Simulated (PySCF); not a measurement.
How methods differ on the interval between two levels of Cd

Cd [Kr] 4d10 5s2 → Cd [Kr] 4d9 5s2 6s1 [3D3, M_J = 3], as a difference of total energies. All numbers are calculated (PySCF 2.14, the two-component X2C-1e Hamiltonian, in x2c-SVPall-2c with one added diffuse shell each of s, p, d type (7s10p7d1f, 79 functions)). Correlated levels: [Ar] 3d10 frozen; the 6 highest virtual spinors dropped. "Screened" scales the spin-orbit matrix elements by Boettger's factors to mimic the two-electron term; Breit and QED terms are absent.

```json
{"method": "GHF (spin-free)", "interval between two levels (cm⁻¹)": "113210"}
{"method": "GMP2 (spin-free)", "interval between two levels (cm⁻¹)": "120770"}
{"method": "GHF (screened spin-orbit)", "interval between two levels (cm⁻¹)": "110880"}
{"method": "GMP2 (screened spin-orbit)", "interval between two levels (cm⁻¹)": "118360"}
```

The labels give the starting determinants; with spin-orbit coupling the two ends relaxed to ⟨J²⟩ = 0.00, ⟨L²⟩ = 0.02, ⟨S²⟩ = 0.02 and ⟨J²⟩ = 12.01, ⟨L²⟩ = 6.02, ⟨S²⟩ = 2.02.

The promoted electron is Rydberg-like, and one or two diffuse shells describe it only roughly, which tends to raise the upper state.
